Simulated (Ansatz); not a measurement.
H3In (SMILES [InH3]) moved off its minimum; all values from Ansatz (a program for electronic structure), cores frozen in correlated methods. Elements past Kr take the def2 small-core potentials, without spin–orbit coupling.
(charge 0, multiplicity 1)
```xyz
4

In    -0.0221    -0.0011    -0.0129
H      0.6613    -0.4613     1.5169
H     -0.3582     1.6520    -0.2840
H     -0.2933    -1.1715    -1.2331
```

Task: Give the forces (eV/Å), the total energy and the dipole at CCSD(T)/def2-TZVPPD.

Result: 
```json
[
 {"atom": "In1", "Fx": "0.192", "Fy": "-0.104", "Fz": "0.266"},
 {"atom": "H2", "Fx": "0.057", "Fy": "-0.092", "Fz": "0.180"},
 {"atom": "H3", "Fx": "-0.148", "Fy": "0.537", "Fz": "-0.110"},
 {"atom": "H4", "Fx": "-0.102", "Fy": "-0.341", "Fz": "-0.336"}
]
```
Energy -191.0245 hartree, dipole 0.14 D.
